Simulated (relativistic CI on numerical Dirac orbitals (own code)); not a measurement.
## Hg28+: q coefficients and field-shift factors

These numbers are calculated, not measured: Dirac-Coulomb-Breit CI, separate exchange-only KLI orbitals for each configuration, derivatives by finite differences, unscaled Slater integrals, QED left out (own radial code, finite nucleus).

Configuration list (outside the closed core [Kr] 4d10): 4f6, 4f5 5s, 4f4 5s2. Levels of other configurations are missing.

With x = (α/α₀)² − 1 an excitation energy changes as ω = ω₀ + qx; K = 2q/ω₀ is the relative enhancement. Terms are leading LS components, so labels can repeat. The field-shift factor is F = δν/δ⟨r²⟩ for the transition from the lowest level.

Lowest level 4f6 5D_0.

```tsv
Level	ω₀ (cm⁻¹)	q (cm⁻¹)	K	F (GHz/fm²)
4f6 7F_1	16944.6	35760	4.22	1.84
4f6 7F_2	31227.1	57860	3.71	3.04
4f6 7F_3	42428.7	70090	3.3	3.74
4f6 7F_4	51289.6	76680	2.99	4.16
4f6 7F_5	57714.6	77630	2.69	4.29
4f6 7F_6	59148.4	61000	2.06	3.56
4f6 7F_0	59213.9	56860	1.92	3.34
4f6 5D_1	81276.6	73200	1.8	4.36
4f6 5L_6	82445.3	47800	1.16	3.24
4f6 5G_2	97169.7	43750	0.901	3.22
4f6 5D_2	100784.7	81540	1.62	4.99
4f6 5H_3	101914.7	49450	0.97	3.53
4f6 5L_7	102417.4	63570	1.24	4.21
```

At this charge energies of transitions that change n are usually good to better than 1 %, and those within a shell (Δn = 0) to a few per cent. Terms inside the open d or f shell come out 10 to 20 % too wide with unscaled integrals.
